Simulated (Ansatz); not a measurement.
Computed with Ansatz (a first-principles code) with PBE0-D3(BJ)/def2-TZVP. No frequencies were computed at this level.

Ansatz 0.2 input:
```yaml
crystal:
  periodic: [false, false, false]
  atoms:
    - { symbol: S, position_ang: [1.62169, -0.616588, -0.783887] }
    - { symbol: C, position_ang: [0.188432, -0.349251, 0.316454] }
    - { symbol: C, position_ang: [-1.181292, -0.322238, -0.266092] }
    - { symbol: C, position_ang: [-0.70341, 0.827381, 0.111516] }
    - { symbol: H, position_ang: [2.418701, 0.262537, -0.179333] }
    - { symbol: H, position_ang: [0.376776, -0.766176, 1.299058] }
    - { symbol: H, position_ang: [-1.941747, -0.917167, -0.706145] }
    - { symbol: H, position_ang: [-0.779152, 1.881504, 0.208428] }
basis:
  gaussian: { orbitals: def2-tzvp }
hamiltonian:
  xc: pbe0
  dispersion: d3bj
relax:
  max_steps: 150
```

Output:

```
Functional definition: PBE0
987 factors; their error is unknown
mean field evaluation 1: about -13996.8795 eV, gradient 4.9e1 eV
mean field evaluation 2: about -13993.6829 eV, gradient 5.9e1 eV
mean field evaluation 4: about -14002.5703 eV, gradient 3.2e0 eV
mean field evaluation 8: about -14002.5920 eV, gradient 3.7e-2 eV
mean field evaluation 16: about -14002.6077 eV, gradient 2.3e-4 eV
mean field -14002.60770431 eV, -514.5863418250 hartree, gradient 3.6e-5 eV, S^2 0.000000; 0 other end points of the search recorded, 0 dependent functions left out
reference -14002.60773038 eV, -514.5863427832 hartree; 19, 19 occupied and 135, 135 virtual orbitals, 987 factors
relax step   1: F+E_penalty+E_count = -14002.74980244 eV  Δ(F+E_penalty+E_count) = +0.000e0 eV  max|allowed force component| = 1.437e0 eV/Å  Δτ_max = 0.0000 Å  (28 SCF iters, accepted)
these checks for a lower state are left out or cut short: starts, cluster_reference, orbital_swaps, neighbouring_geometries, increment
987 factors; their error is unknown
mean field -14002.62947692 eV, -514.5871419537 hartree, gradient 2.0e-5 eV, S^2 0.000000; 0 other end points of the search recorded, 0 dependent functions left out
reference -14002.62950313 eV, -514.5871429169 hartree; 19, 19 occupied and 135, 135 virtual orbitals, 987 factors
relax step   2: F+E_penalty+E_count = -14002.77123261 eV  Δ(F+E_penalty+E_count) = -2.143e-2 eV  max|allowed force component| = 3.301e-1 eV/Å  Δτ_max = 0.0529 Å  (32 SCF iters, accepted)
these checks for a lower state are left out or cut short: starts, cluster_reference, orbital_swaps, neighbouring_geometries, increment
987 factors; their error is unknown
mean field evaluation 32: about -14002.6334 eV, gradient 2.2e-5 eV
mean field -14002.63338186 eV, -514.5872854575 hartree, gradient 2.2e-5 eV, S^2 0.000000; 0 other end points of the search recorded, 0 dependent functions left out
reference -14002.63340816 eV, -514.5872864239 hartree; 19, 19 occupied and 135, 135 virtual orbitals, 987 factors
relax step   3: F+E_penalty+E_count = -14002.77501872 eV  Δ(F+E_penalty+E_count) = -3.786e-3 eV  max|allowed force component| = 1.224e-1 eV/Å  Δτ_max = 0.0505 Å  (31 SCF iters, accepted)
these checks for a lower state are left out or cut short: starts, cluster_reference, orbital_swaps, neighbouring_geometries, increment
987 factors; their error is unknown
mean field -14002.63394577 eV, -514.5873061808 hartree, gradient 2.1e-5 eV, S^2 0.000000; 0 other end points of the search recorded, 0 dependent functions left out
reference -14002.63397207 eV, -514.5873071473 hartree; 19, 19 occupied and 135, 135 virtual orbitals, 987 factors
relax step   4: F+E_penalty+E_count = -14002.77563405 eV  Δ(F+E_penalty+E_count) = -6.153e-4 eV  max|allowed force component| = 6.986e-2 eV/Å  Δτ_max = 0.0193 Å  (31 SCF iters, accepted)
these checks for a lower state are left out or cut short: starts, cluster_reference, orbital_swaps, neighbouring_geometries, increment
987 factors; their error is unknown
mean field -14002.63432417 eV, -514.5873200866 hartree, gradient 2.1e-5 eV, S^2 0.000000; 0 other end points of the search recorded, 0 dependent functions left out
reference -14002.63435045 eV, -514.5873210527 hartree; 19, 19 occupied and 135, 135 virtual orbitals, 987 factors
relax step   5: F+E_penalty+E_count = -14002.77593493 eV  Δ(F+E_penalty+E_count) = -3.009e-4 eV  max|allowed force component| = 3.011e-2 eV/Å  Δτ_max = 0.0252 Å  (32 SCF iters, accepted)
these checks for a lower state are left out or cut short: starts, cluster_reference, orbital_swaps, neighbouring_geometries, increment
987 factors; their error is unknown
mean field -14002.63444325 eV, -514.5873244629 hartree, gradient 2.1e-5 eV, S^2 0.000000; 0 other end points of the search recorded, 0 dependent functions left out
reference -14002.63446952 eV, -514.5873254283 hartree; 19, 19 occupied and 135, 135 virtual orbitals, 987 factors
relax step   6: F+E_penalty+E_count = -14002.77602328 eV  Δ(F+E_penalty+E_count) = -8.836e-5 eV  max|allowed force component| = 3.468e-2 eV/Å  Δτ_max = 0.0131 Å  (32 SCF iters, accepted)
these checks for a lower state are left out or cut short: starts, cluster_reference, orbital_swaps, neighbouring_geometries, increment
987 factors; their error is unknown
mean field -14002.63449191 eV, -514.5873262512 hartree, gradient 2.2e-5 eV, S^2 0.000000; 0 other end points of the search recorded, 0 dependent functions left out
reference -14002.63451817 eV, -514.5873272161 hartree; 19, 19 occupied and 135, 135 virtual orbitals, 987 factors
relax step   7: F+E_penalty+E_count = -14002.77606063 eV  Δ(F+E_penalty+E_count) = -3.735e-5 eV  max|allowed force component| = 1.715e-2 eV/Å  Δτ_max = 0.0090 Å  (33 SCF iters, accepted)
these checks for a lower state are left out or cut short: starts, cluster_reference, orbital_swaps, neighbouring_geometries, increment
987 factors; their error is unknown
mean field evaluation 64: about -14002.6345 eV, gradient 2.8e-4 eV
mean field -14002.63449127 eV, -514.5873262277 hartree, gradient 2.1e-5 eV, S^2 0.000000; 0 other end points of the search recorded, 0 dependent functions left out
reference -14002.63451753 eV, -514.5873271925 hartree; 19, 19 occupied and 135, 135 virtual orbitals, 987 factors
relax step   8: F+E_penalty+E_count = -14002.77605784 eV  Δ(F+E_penalty+E_count) = +2.798e-6 eV  max|allowed force component| = 1.207e-2 eV/Å  Δτ_max = 0.0025 Å  (34 SCF iters, rejected (line search))
these checks for a lower state are left out or cut short: starts, cluster_reference, orbital_swaps, neighbouring_geometries, increment
987 factors; their error is unknown
mean field -14002.63449789 eV, -514.5873264710 hartree, gradient 2.2e-5 eV, S^2 0.000000; 0 other end points of the search recorded, 0 dependent functions left out
reference -14002.63452415 eV, -514.5873274358 hartree; 19, 19 occupied and 135, 135 virtual orbitals, 987 factors
relax step   9: F+E_penalty+E_count = -14002.77606582 eV  Δ(F+E_penalty+E_count) = -5.182e-6 eV  max|allowed force component| = 2.708e-3 eV/Å  Δτ_max = 0.0012 Å  (33 SCF iters, accepted)
987 factors; their error is unknown
mean field evaluation 96: about -14002.6345 eV, gradient 6.0e-4 eV
mean field -14002.63449789 eV, -514.5873264710 hartree, gradient 2.2e-5 eV, S^2 0.000000; 1 other end points of the search recorded, 0 dependent functions left out
reference -14002.63452415 eV, -514.5873274358 hartree; 19, 19 occupied and 135, 135 virtual orbitals, 987 factors
Total energy: -14002.77609207 eV, -514.5925299611 hartree
Atom 0 at     1.601115    -0.568226    -0.829952 Å, force     0.000243    -0.000046    -0.000582 eV/Å
Atom 1 at     0.206801    -0.307131     0.292611 Å, force    -0.000764    -0.001073     0.000314 eV/Å
Atom 2 at    -1.172348    -0.323138    -0.257573 Å, force    -0.000330    -0.002073    -0.000908 eV/Å
Atom 3 at    -0.734939     0.830601     0.114484 Å, force     0.000350     0.002708     0.000469 eV/Å
Atom 4 at     2.504870     0.132089    -0.125350 Å, force     0.000017    -0.000064     0.000322 eV/Å
Atom 5 at     0.398595    -0.718917     1.281900 Å, force     0.000834     0.000462     0.000369 eV/Å
Atom 6 at    -1.938278    -0.938690    -0.697380 Å, force    -0.000293     0.000028    -0.000154 eV/Å
Atom 7 at    -0.865820     1.893414     0.221258 Å, force    -0.000057     0.000057     0.000170 eV/Å
Dipole moment:    -0.271253     0.202584     0.233742 e Å
```

Cost: about 28 core-seconds (a rough figure).
